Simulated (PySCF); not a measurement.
C₄H₉BS.
Geometry (PBE0-D3(BJ)/def2-SVP, Å), atoms numbered from 1 in this order:
```
atom  x, y, z in Å
C1     1.8521   -0.4984   -1.4562
C2     1.5984   -0.1904   -0.3031
B3     1.2075    0.2086    1.1505
S4    -0.7441    0.4838    1.1728
C5    -1.3977   -1.0312    0.4561
C6    -1.0303    1.6347   -0.1800
H7     2.1177   -0.7727   -2.4606
H8     1.6176    1.2948    1.5269
H9     1.3458   -0.6650    1.9916
H10   -1.2351   -1.8255    1.1964
H11   -2.4729   -0.9147    0.2657
H12   -0.8435   -1.2638   -0.4648
H13   -0.6264    2.6040    0.1402
H14   -2.1090    1.7242   -0.3653
H15   -0.4911    1.2849   -1.0724
```

Jobs on this species (15 atoms, 54 electrons) with PySCF (density fitting). Hardware of each: Arm Neoverse V1, one thread, shared host. The host was shared with other jobs, so the times are rough.

```csv
level and settings,work,basis functions,SCF cycles,wall time
PBE0/6-31G*,"10 singlets by full TDDFT, 4 Tamm–Dancoff triplets, polarisability",106,?,?
PBE0/def2-SVP,"10 singlets by full TDDFT, 4 Tamm–Dancoff triplets, polarisability",133,14,16 s
wB97X-D/def2-SVPD,"10 singlets by full TDDFT, 4 Tamm–Dancoff triplets, polarisability, ΔSCF ions",199,13,92 s
PBE/def2-SVPD,"10 singlets by full TDDFT, 4 Tamm–Dancoff triplets, polarisability, ΔSCF ions",199,14,96 s
CAM-B3LYP/def2-SVPD,"10 singlets by full TDDFT, 4 Tamm–Dancoff triplets, polarisability, ΔSCF ions",199,13,96 s
BHandHLYP/def2-SVPD,"10 singlets by full TDDFT, 4 Tamm–Dancoff triplets, polarisability, ΔSCF ions",199,13,74 s
PBE0/def2-SVPD,"10 singlets by full TDDFT, 4 Tamm–Dancoff triplets, polarisability, ΔSCF ions",199,14,76 s
HF/def2-SVPD,"10 singlets by TDHF, 4 Tamm–Dancoff triplets, polarisability, ΔSCF ions",199,12,23 s
"PBE0-D3(BJ)/def2-SVP, grid level 1",geometry optimisation from a GFN2-xTB start,133,47,47 s
```

Q: Fill in the missing figures.

A: 
- PBE0/6-31G*; 10 singlets by full TDDFT, 4 Tamm–Dancoff triplets, polarisability: 12 s, 13 SCF cycles

Q: What do all jobs in the table cost together?

A: About 8.9 min; the longest takes about 18 % of that, and about 8 times as long as the shortest.
